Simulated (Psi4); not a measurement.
Interaction energy of H2 ··· CH3Cl (SMILES [H][H] and CCl). Monomers: optimised at B3LYP-D3(BJ) (def2-TZVP), held rigid. Orientation: a random orientation, not optimised. R is the distance of the centres of mass, along which the second monomer moves.

Geometry at R = 3.44 Å (first 2 atoms: monomer A):
```
7

H      0.3719     0.0000     0.0000
H     -0.3719     0.0000     0.0000
C     -3.4627     1.3373     1.4504
Cl    -2.3958     2.2639     0.3444
H     -4.1741     0.7781     0.8502
H     -2.8450     0.6634     2.0362
H     -3.9787     2.0408     2.0966
```

Computed with: SCS-MP2/aug-cc-pVTZ = DF-SCS-MP2/aug-cc-pVTZ, frozen core, counterpoise-corrected (Psi4); CCSD(T)/aug-cc-pVDZ = Psi4 with DF-CCSD(T)/aug-cc-pVDZ, frozen core, counterpoise-corrected.

Interaction energies in kcal/mol:

```tsv
R / Å	SCS-MP2/aug-cc-pVTZ
2.83	2.75
3.00	1.39
3.22	0.48
3.44	0.08
3.63	-0.06
3.87	-0.12
4.12	-0.12
4.48	-0.09
4.93	-0.06
5.64	-0.02
6.67	-0.01
7.95	0.00
```

Predict the corresponding CCSD(T)/aug-cc-pVDZ column.

2.83: 2.89; 3.00: 1.45; 3.22: 0.48; 3.44: 0.05; 3.63: -0.10; 3.87: -0.15; 4.12: -0.15; 4.48: -0.11; 4.93: -0.07; 5.64: -0.03; 6.67: -0.01; 7.95: 0.00 (kcal/mol).
